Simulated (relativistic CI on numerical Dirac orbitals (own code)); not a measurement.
Radial parameters of V¹⁵⁺

Computed by Dirac-Coulomb-Breit CI, orbitals from a KLI potential per configuration, model QED, unscaled Slater integrals (own radial code, finite nucleus).

Slater integrals F^k, G^k are unscaled and averaged over j, outside the closed core 1s2; ζ comes from projecting the Hamiltonian with its Breit term on Σ l·s of the shell.

- 2s2 2p4: F^2(2p,2p) = 369980, ζ(2p) = 40518 cm⁻¹; <r>(2p) = 0.2566, <r^2>(2p) = 0.08009 (bohr units).
- 2s 2p5: G^1(2s,2p) = 409890, ζ(2p) = 40077 cm⁻¹; <r>(2s) = 0.294, <r^2>(2s) = 0.1015, <r>(2p) = 0.2576, <r^2>(2p) = 0.08075 (bohr units).
- 2p5 3s: ζ(2p) = 41354, G^1(2p,3s) = 36450 cm⁻¹; <r>(2p) = 0.2546, <r^2>(2p) = 0.07885, <r>(3s) = 0.7225, <r^2>(3s) = 0.5923 (bohr units).

Averages of the first 10 configurations, taken without configuration mixing, which lowers the lowest level and can move excited configurations by several eV; other configurations of the list can lie among them:

```tsv
Configuration	Parity	States	Average energy above the lowest level (eV)
2s2 2p4	even	15	9.5
2s 2p5	odd	12	107.0
2p6	even	1	220.3
2p5 3s	odd	12	811.9
2p5 3p	even	36	836.2
2s2 2p3 3s	odd	40	620.8
2p5 3d	odd	60	866.6
2s2 2p3 3p	even	120	647.4
2s2 2p3 3d	odd	200	678.2
2s 2p4 3s	even	60	708.2
```
